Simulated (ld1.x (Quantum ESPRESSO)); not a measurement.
**What one change does to a pseudopotential (Tc (Z = 43), TM)**

| Item | Value |
| --- | --- |
| Element | Tc |
| Generator | ld1.x (Quantum ESPRESSO) 7.5 |
| Type | norm-conserving Troullier–Martins (Kleinman–Bylander form) |
| Functional | PBE |
| Relativity | scalar-relativistic |
| Frozen core | [Kr] |
| Valence charge | 7 |
| Reference configuration | 4d5.5 5s1.5 5p0 |
| Partial waves | 5p (bound, empty): rc 3.85 bohr; 4d (bound): rc 1.35 bohr; 5s (bound): rc 2.45 bohr |
| Local potential | the s channel |
| Core correction | a·sin(br)/r model core inside 0.90 bohr |

Change: local potential all-electron potential smoothed inside 1.25 bohr (lloc = -1).

Cutoffs: the cutoffs (Ry, on a coarse ladder) from which the occupation-weighted sum of valence levels, in a spherical-Bessel basis at the reference potential, stays within 10 and 1 mRy of its value at 400 Ry; they do not see the model core or the augmentation charge, which bear on the density cutoff. Errors are all-electron minus pseudo energies relative to the spin-unpolarised reference configuration.

Problem. How do hardness, ghosts and transferability respond?

Solution. The potential gets neither clearly harder nor softer (50 Ry and 70 Ry → 50 Ry and 70 Ry); a bound ghost appears in p, s, which as a rule spoils a file; the number of tests that count goes from 7 to 4; of the 4 tests that both files solve, the error grows in 0 and shrinks in 4 by more than 15 % and 0.3 meV (median size 43.3 → 21.9 meV); the range in which the d phases agree widens (upper end 0.4 → 3.0). In the separable form a ghost depends on how the local part lies against the semilocal potential of the channel, so the choice of the local part can create or remove one.

| quantity | base | changed |
| --- | --- | --- |
| cutoff, loose | 50 Ry | 50 Ry |
| cutoff, tight | 70 Ry | 70 Ry |
| bound ghosts | none | s, p |
| tests counted (converged, no solver errors) | 7 of 7 | 4 of 7 |
| error for 4d5 5s2 5p0, meV [ΔE 0.63 eV] | -32 | -18 |
| error for 4d5 5s1 5p0, meV [ΔE 8.79 eV] | -22 | -0.5 |
| error for 4d5 5s0 5p0, meV [ΔE 23.64 eV] | -55 | -26 |
| error for 4d6 5s0 5p0, meV [ΔE 6.80 eV] | -71 | -60 |
| s: phases at 4.19 bohr within 0.05 rad from the reference energy up to (Ry; the scan ends near 5) | 0.9 | 0.6 |
| p: phases at 4.19 bohr within 0.05 rad from the reference energy up to (Ry; the scan ends near 5) | 1.3 | 1.2 |
| d: phases at 4.19 bohr within 0.05 rad from the reference energy up to (Ry; the scan ends near 5) | 0.4 | 3.0 |

Changed file: Tests not counted: 4d4 5s2 5p1 (solver errors, printed error -311 eV); 4d4 5s2 5p0 (solver errors, printed error -203 eV); 4d5 5s0 5p1 (solver errors, printed error -2.8 eV). A true bound ghost makes a file unfit for plane-wave use even where its test errors are small: the radial tests pick states by their node count and pass the ghost by. Where a test does run into it, the solver fails or the error is huge.
